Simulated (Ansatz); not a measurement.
Cost and result for the atomization energy of `FC1(F)N[SiH2]1` (8 atoms, 8 bonds).

Total charge 0; spin multiplicity 1. All single points use the PBE0-D4/def2-TZVP geometry. Program: Ansatz. All runs use 2 threads of an Arm Neoverse V1 on a shared host. Times are those of one run each, without the atoms' runs, and a repeat can differ threefold. Electronic energies, without spin–orbit coupling; frozen cores. CCSD(T)/CBS adds CCSD(T) − MP2 in def2-TZVPP to the MP2 limit, and its time is that of the two runs behind it. T1 = 0.013. B3LYP takes the VWN-RPA correlation (the form of Gaussian; ORCA's B3LYP/G). HSE06 is the plane-wave form, built on full-range PBE exchange.

CCSD(T)/CBS is a level of theory with its own doubt, some kJ/mol a heavy atom from the limit and from the frozen cores, so smaller differences don't rank the functionals.

```csv
level,functions,wall time,atomization (kJ/mol),difference from CCSD(T)/CBS,per bond
LDA (SPW92)/def2-TZVPP,208,1.6 s,3373.9,568.9,71.1
BLYP-D4/def2-TZVPP,208,2.7 s,2835.1,30.1,3.8
PBE-D4/def2-TZVPP (with forces),208,3.3 s,2923.0,118.0,14.7
PBE0-D4/def2-TZVPP,208,3.6 s,2820.5,15.5,1.9
BHLYP-D4/def2-TZVPP,208,3.9 s,2668.9,-136.1,-17.0
HSE06-D4/def2-TZVPP,208,4 s,2823.7,18.7,2.3
B3LYP-D4/def2-TZVPP (with forces),208,5.5 s,2807.3,2.3,0.3
CCSD(T)/def2-SVP,89,5.5 s,2595.1,-209.9,-26.2
ωB97X-V/def2-TZVPP,208,11 s,2839.2,34.2,4.3
ωB97M-V/def2-TZVPP (with forces),208,15 s,2831.3,26.3,3.3
MP2/def2-QZVPP,388,23 s,2855.3,50.3,6.3
CCSD(T)/def2-TZVPP,208,2.4 min,2704.9,-100.1,-12.5
CCSD(T)/CBS(def2),–,2.7 min,2805.0,0.0,0.0
```

From r2SCAN to r2SCAN0 (25 % exact exchange), in def2-TZVPP and without D4, the atomization energy moves by −83.5 kJ/mol: exact exchange takes away binding that semilocal exchange gives to molecules. The D4 term adds +23.7 kJ/mol with B3LYP and +12.1 kJ/mol with PBE0; it sums over pairs of atoms, weighted by their polarisabilities, and B3LYP, whose exchange is more repulsive, gets the larger term. In def2-TZVPP, CCSD(T) changes the Hartree–Fock value by +869.3 kJ/mol (the triples alone add +60.7 kJ/mol) and MP2 by +959.7 kJ/mol; breaking electron pairs costs correlation energy, which Hartree–Fock lacks.
